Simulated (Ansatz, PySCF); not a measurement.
This PySCF input computes a CCSD(T)/cc-pVDZ energy:

```python
from pyscf import gto, scf, mp, cc as ccmod

mol = gto.M(
    atom='''
    B    -0.79352937    0.07341225   -0.00687668
    N     0.75829670   -0.18305443    0.03438040
    H    -1.31063212   -0.66990919   -0.85355781
    H    -1.11257612    1.25287133   -0.29288637
    H    -1.28302308   -0.18833522    1.10157951
    H     1.19392406    0.45212424    0.69991940
    H     1.17187716    0.06756860   -0.86133418
    ''',
    basis='cc-pvdz',
    charge=-1,
    spin=0,
    verbose=4,
)

mf = scf.RHF(mol)
mf.conv_tol = 1e-10
mf.max_cycle = 100
mf.kernel()
mp2 = mp.MP2(mf, frozen=2).run()
cc = ccmod.CCSD(mf, frozen=2)
cc.max_cycle = 100
cc.kernel()
et = cc.ccsd_t()
print(f'E(CCSD(T)) = {cc.e_tot + et:.9f}')
```

Q: Write an input for the same energy in Ansatz (a first-principles code) and say what it gives.

A: 
Ansatz 0.2 input:
```yaml
crystal:
  periodic: [false, false, false]
  atoms:
    - {symbol: B, position_ang: [-0.79352937, 0.07341225, -0.00687668]}
    - {symbol: N, position_ang: [0.75829670, -0.18305443, 0.03438040]}
    - {symbol: H, position_ang: [-1.31063212, -0.66990919, -0.85355781]}
    - {symbol: H, position_ang: [-1.11257612, 1.25287133, -0.29288637]}
    - {symbol: H, position_ang: [-1.28302308, -0.18833522, 1.10157951]}
    - {symbol: H, position_ang: [1.19392406, 0.45212424, 0.69991940]}
    - {symbol: H, position_ang: [1.17187716, 0.06756860, -0.86133418]}
basis:
  gaussian:
    orbitals: cc-pVDZ
total_charge: -1
magnetization: {spin_polarized: false}
correlation: {method: ccsd_t, electrons: outside_noble_gas}
```
It gives -82.36756 Eh, and PySCF -82.36756 Eh, a difference of 0.00 mEh.

It need not be the lowest isomer of its formula. Whether it binds its extra electron was not tested at this geometry.
